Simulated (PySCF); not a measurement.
## Peak assignment

Cartesian coordinates in Å; atom numbers follow the order of the lines, from 1:
```xyz
17

F     4.394    0.440    0.103
C     3.416   -0.439   -0.245
F     3.819   -1.645    0.245
C     2.097   -0.038    0.337
C     0.996    0.122   -0.377
Si   -0.664    0.644    0.353
N    -1.861   -0.133   -0.620
Si   -3.590   -0.006   -0.518
H     3.409   -0.514   -1.344
H     2.111    0.104    1.407
H     1.057   -0.039   -1.448
H    -0.830    2.093    0.215
H    -0.725    0.245    1.763
H    -1.536   -0.916   -1.165
H    -4.131   -0.935    0.480
H    -3.874    1.372   -0.136
H    -4.095   -0.342   -1.850
```

Computed data (PySCF 2.14.0 with density-fitted response routines): geometry from GFN2-xTB, shielding tensors at PBE0/pcSseg-1 (GIAO). Single conformer, isolated molecule, fast rotation and ring inversion assumed for equivalent nuclei, no relativistic terms.

Scale: 13C and 1H vs TMS (reference shieldings calculated alike).

(1) Assign these signals to the numbered atoms. 13C{1H} NMR (computed): δ 150.8 (CH), 142.7 (CH), 124.2 (CH).

(2) Assign these signals to the numbered atoms. 1H NMR (400 MHz, computed): δ 6.62 (m, 1H), 6.39 (m, 1H), 6.15 (m, 1H), 5.15 (d, 2H), 4.80 (s, 3H), -0.63 (br s, 1H).

## Answers

(1) 
| δ (ppm) | atoms | environment | reason |
| --- | --- | --- | --- |
| 150.8 | C4 | alkene CH | an sp2 carbon of a C=C bond |
| 142.7 | C5 | alkene CH | – |
| 124.2 | C2 | allylic sp3 CH bonded to 2 F | 2 electronegative neighbours deshield it |

(2) 
| δ (ppm) | atoms | environment | reason |
| --- | --- | --- | --- |
| 6.62 | H10 | hydrogen on an alkene CH | attached to an sp2 carbon and in the plane of the double bond |
| 6.39 | H11 | hydrogen on an alkene CH | – |
| 6.15 | H9 | hydrogen on an allylic sp3 CH bonded to 2 F | its carbon carries F, which withdraws density |
| 5.15 | H12/H13 | hydrogen on a silicon bonded to C, N | – |
| 4.80 | H15/H16/H17 | hydrogen on a silicon bonded to N | – |
| -0.63 | H14 | hydrogen on a nitrogen bonded to 2 Si | exchangeable, gas-phase position |

OH and NH positions are those of a molecule without intermolecular hydrogen bonds; in solution they move with solvent, concentration and temperature, and exchange usually removes their couplings. Splittings by 19F in the carbon and heteronuclear signals aren't shown, as no couplings were computed. Shifts are as computed. Against solution values, carbons near 30 ppm lie about +3 ppm off and those near 130 ppm about +5 ppm. Of 1211 compounds with measured shifts, 218 miss one by over three times the rms of a fit or turn the order of signals round; such compounds aren't used in these exercises. No couplings were computed; multiplicities are counted from neighbouring protons, with m where these are inequivalent, close in shift, in a saturated or five-membered ring or joined by F or P, and br s for small geminal =CH2 splittings.
